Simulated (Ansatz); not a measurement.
`F[Si](F)(S)[GeH3]` + H₂S → `F[Si](F)(S)S` + GeH₄ at 600 K and 1 bar (cleavage of the Si–Ge bond).

Gas-phase electronic energies from Ansatz, PBE0-D4/def2-TZVP geometries. CCSD(T)/CBS is the MP2 limit (def2-TZVPP, def2-QZVPP) plus CCSD(T) − MP2 in def2-TZVPP, frozen cores. This one scheme is used for every species. For Ge outer-core shells are correlated without core-valence functions, which leaves a few kJ/mol of doubt a bond. Scalar relativity is left out up to krypton. One conformer a species, not always the lowest.

```json
{"species": "`F[Si](F)(S)[GeH3]`", "CCSD(T)/CBS energy (Eh)": "-2965.12336", "H − E (kJ/mol)": "172.8", "S (J/(mol·K))": "488.2"}
{"species": "H₂S", "CCSD(T)/CBS energy (Eh)": "-398.97279", "H − E (kJ/mol)": "60.8", "S (J/(mol·K))": "230.9"}
{"species": "`F[Si](F)(S)S`", "CCSD(T)/CBS energy (Eh)": "-1285.62107", "H − E (kJ/mol)": "126.0", "S (J/(mol·K))": "436.4"}
{"species": "GeH₄", "CCSD(T)/CBS energy (Eh)": "-2078.49493", "H − E (kJ/mol)": "105.8", "S (J/(mol·K))": "256.4"}
```

H − E and S are ideal-gas, rigid-rotor, harmonic terms from PBE0-D4/def2-TZVP, for one conformer and one mirror image of each species. 1 Eh = 2625.50 kJ/mol, R = 8.31446 J/(mol·K).

Q: By hand: ΔE, ΔH, ΔS and ΔG.

A: ΔE = (-1285.62107) + (-2078.49493) − (-2965.12336) − (-398.97279) = -0.01985 Eh = -52.1 kJ/mol. Δ(H − E) = 126.0 + 105.8 − 172.8 − 60.8 = -1.8, so ΔH = -53.9 kJ/mol. ΔS = 436.4 + 256.4 − 488.2 − 230.9 = -26.3 J/(mol·K). ΔG = -53.9 − 600 × (-26.3)/1000 = -38.1 kJ/mol.

Q: By hand: the equilibrium constant, and the temperature at which ΔG would vanish if ΔH and ΔS stayed fixed.

A: log₁₀ K = −ΔG/(RT ln 10) = 3.3. ΔG = 0 at ΔH/ΔS = 2049 K.

ΔH outweighs TΔS. A doubt of 5 kJ/mol in ΔE shifts log₁₀ K by 0.4 here. Other conformers and mirror images would add mixing entropy, several J/(mol·K) or more a flexible species. These are equilibria of isolated gas molecules and say nothing of rates. Largest T1 diagnostic: 0.012 (customary marks: 0.02 for closed shells, 0.045 for open ones).
